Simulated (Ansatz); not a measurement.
Molecule: CH3Te, charge 0, multiplicity 2. It need not be the lowest isomer of its formula. SMILES: C[Te]
Geometry: optimised at B3LYP-D3(BJ)/def2-TZVP (Ansatz, a program for electronic structure).

Computed values are from Ansatz. Cores are frozen in the correlated levels unless marked. Open shells are spin-unrestricted. Spin-orbit coupling is left out. Frozen are the shells of the preceding noble gas and the d and f shells that filled before the atom's block. In def2 rows, elements after Kr have scalar-relativistic effective core potentials. Basis-set limits of correlation are two-point, X^-3; Hartree-Fock from the larger set. [CCSD(T)-MP2]/basis is that difference in the basis named.

Question: What is the T1 diagnostic at CCSD/def2-TZVPPD?

Answer: 0.011.

Question: What is the vertical ionisation energy (to the triplet) at RI-MP2/CBS(def2-TZVPPD,def2-QZVPPD)+[CCSD(T)-MP2]/def2-TZVPPD?

Answer: 8.22 eV.

Question: What is the vertical electron affinity (to the singlet; negative means unbound) at RI-MP2/CBS(def2-TZVPPD,def2-QZVPPD)+[CCSD(T)-MP2]/def2-TZVPPD?

Answer: 1.95 eV.

Question: What is the atomisation energy De at RI-MP2/CBS(def2-TZVPPD,def2-QZVPPD)+[CCSD(T)-MP2]/def2-TZVPPD?

Answer: 364.0 kcal/mol.

Question: What is the dipole moment at CCSD(T)/def2-SVPD?

Answer: 1.17 D.
